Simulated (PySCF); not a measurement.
Telling isomers of C₄H₉FO₃Si apart by NMR

Computational details: shieldings: GIAO PBE0/pcSseg-1, coordinates at the GFN2-xTB level, in PySCF 2.14.0 with density-fitted response routines (no relativistic terms, averaged over atoms made equivalent by symmetry, fast rotation or ring inversion, single conformer, in vacuum).

Referencing at the same level of theory: TMS for ¹H, ¹³C. Splittings of carbon signals by F and P are missing where no couplings were computed. Where no couplings were computed, multiplicities follow the n + 1 count of equivalent neighbours, and m marks all less simple cases (inequivalent or close neighbours, rings, F or P nearby). Shifts are as computed. Against solution values, carbons near 30 ppm lie about +3 ppm off and those near 130 ppm about +5 ppm. Of 1309 compounds with measured shifts, 239 miss one by over three times the rms of a fit or turn the order of signals round; such compounds aren't used in these exercises. OH and NH positions are gas-phase values without hydrogen bonding to other molecules.

(1) Tabulate the signals of `CO[Si](F)(OC)C(C)=O`, `CO[C@@]1(O[SiH2]O)C[C@@H]1F` and their relative energies.

(2) What is the quickest way to tell CO[Si](F)(OC)C(C)=O from CO[C@@]1(O[SiH2]O)C[C@@H]1F?

Answers

(1) 
```json
{"SMILES": "CO[Si](F)(OC)C(C)=O", "carbon types": "1×C 3×CH3", "δC": "241.4, 54.3, 40.3", "δH": "4.08 (s, 6H), 2.38 (s, 3H)", "E rel. (kcal/mol)": "0.0"}
{"SMILES": "CO[C@@]1(O[SiH2]O)C[C@@H]1F", "carbon types": "1×C 1×CH 1×CH2 1×CH3", "δC": "86.6, 78.2, 53.6, 20.8", "δH": "5.13 (d, 1H), 4.87 (d, 1H), 4.56 (m, 1H), 3.60 (s, 3H), 1.82 (br s, 1H), 1.14 (m, 1H), 1.09 (m, 1H)", "E rel. (kcal/mol)": "67.0"}
```

Energies are electronic energies at PBE0/pcSseg-1 on these geometries, without zero-point or thermal terms, each for the one conformer computed, which needn't be the lowest.

(2) Count the carbon signals: 3 against 4. The first has a carbonyl carbon (C) at 241.4 ppm, the second an sp3 carbon bearing two oxygens (C) at 86.6 ppm. In the proton spectra the most deshielded non-exchanging signals are 4.08 (s, 6H) and 5.13 (d, 1H).
